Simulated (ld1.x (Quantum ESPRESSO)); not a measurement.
**Gd (Z = 64): one change to a PAW potential, before and after**

| Property | Result |
| --- | --- |
| Element | Gd |
| Generator | ld1.x (Quantum ESPRESSO) 7.5 |
| Type | PAW |
| Functional | PW91 |
| Relativity | scalar-relativistic |
| Frozen core | [Kr] 4d10 |
| Valence charge | 18 |
| Reference configuration | 4f7 5s2 5p6 5d1 6s1 6p0 (charge +1) |
| Partial waves | 5s (bound): rcut 2.45, rcutus 2.60 bohr; 6s (bound): rcut 2.45, rcutus 2.60 bohr; 5p (bound): rcut 2.00, rcutus 2.20 bohr; 6p (bound, empty): rcut 2.00, rcutus 2.20 bohr; 5d (bound): rcut 1.55, rcutus 2.10 bohr; 5d channel at -0.25 Ry: rcut 1.55, rcutus 2.10 bohr; 4f (bound): rcut 1.10, rcutus 1.45 bohr; 4f channel at -0.55 Ry: rcut 1.10, rcutus 1.45 bohr |
| Local potential | all-electron potential smoothed inside 1.30 bohr (lloc = -2) |
| Core correction | Bessel-smoothed model core inside 1.10 bohr |
| Augmentation charge | PSQ, inside the norm-conserving radii |

Change: reference 4f7 5s2 5p6 5d1 6s2 6p0.

Cutoffs: the cutoffs (Ry, on a coarse ladder) from which the occupation-weighted sum of valence levels, in a spherical-Bessel basis at the reference potential, stays within 10 and 1 mRy of its value at 400 Ry; they do not see the model core or the augmentation charge, which bear on the density cutoff. Errors are all-electron minus pseudo energies relative to the spin-unpolarised reference configuration.

Problem. What does the change do?

Solution. The potential gets neither clearly harder nor softer (70 Ry and 110 Ry → 70 Ry and 110 Ry); the number of tests with a reliable result goes from 7 to 1 (the test run of the changed file stopped, so its transferability is not established); the range in which the d phases agree widens (upper end 2.7 → at the end of the scan); the range in which the f phases agree narrows (upper end at the end of the scan → 1.6); neither file shows a bound ghost.

| quantity | base | changed |
| --- | --- | --- |
| cutoff, loose | 70 Ry | 70 Ry |
| cutoff, tight | 110 Ry | 110 Ry |
| bound ghosts | none | none |
| tests with a reliable result | 7 of 7 | 1 of 7 (the test run stopped) |
| s: phases at 2.85 bohr within 0.05 rad from the reference energy up to (Ry; the scan ends near 5) | 1.6 | 2.0 |
| p: phases at 2.85 bohr within 0.05 rad from the reference energy up to (Ry; the scan ends near 5) | to the end of the scan | to the end of the scan |
| d: phases at 2.85 bohr within 0.05 rad from the reference energy up to (Ry; the scan ends near 5) | 2.7 | to the end of the scan |
| f: phases at 2.85 bohr within 0.05 rad from the reference energy up to (Ry; the scan ends near 5) | to the end of the scan | 1.6 |
| lowest overlap eigenvalue by channel | s 0.04, p 0.08, d 0.92, f 1.00 | s 0.03, p 0.08, d 0.92, f 0.98 |
